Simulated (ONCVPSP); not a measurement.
## Transferability test, ONCV potential for molybdenum (Mo)

molybdenum (Mo), optimised norm-conserving Vanderbilt (ONCV), made with ONCVPSP 4.0.1 (revPBE, scalar-relativistic). Core [Ar] 3d10, reference 4s2 4p6 4d5 5p1. Waves: 4s: rc 1.65 bohr, ncon 4, nbas 9, qcut 7.6 1/bohr, 2 projectors, debl 2.2 Ha; 4p+5p: rc 2.30 bohr, ncon 4, nbas 7, qcut 6 1/bohr, 3 projectors, debl 0.6 Ha; 4d: rc 2.45 bohr, ncon 4, nbas 9, qcut 6 1/bohr, 1 projector. Local part: polynomial inside 1.10 bohr (lpopt 5, dvloc0 -1 Ha). Core correction: Teter function, parameters optimised by the program.

In the s channel the program set the typed energies aside and used -2.413, 0.250 Ha.

Energies are relative to the spin-unpolarised reference configuration 4s2 4p6 4d5 5p1; without spin polarisation the order of configurations can differ from experiment.

| valence configuration | charge | ΔE all-electron (eV) | error AE − PS (meV) |
| --- | --- | --- | --- |
| 4s2 4p6 4d5 5p0 | +1 | 3.664 | -0.5 |
| 4s2 4p6 4d5 5s0.5 5p0 | +0.5 | -0.433 | -0.1 |

Problem. What are ΔE and the potential's error for 4s2 4p6 4d5 5s1 5p0?

Solution. ΔE = -3.109 eV all-electron; the error (AE − PS) is +0.8 meV.

Problem. What are ΔE and the potential's error for 4s2 4p6 4d4 5p0?

Solution. ΔE = 19.040 eV all-electron; the error (AE − PS) is -1.4 meV.

Levels in the configuration 4s2 4p6 4d5 5s0.5 5p0:

```tsv
level	all-electron (eV)	pseudo (eV)
4s	-67.488	-67.486
4p	-41.658	-41.657
4d	-6.868	-6.867
5s	-6.741	-6.741
```
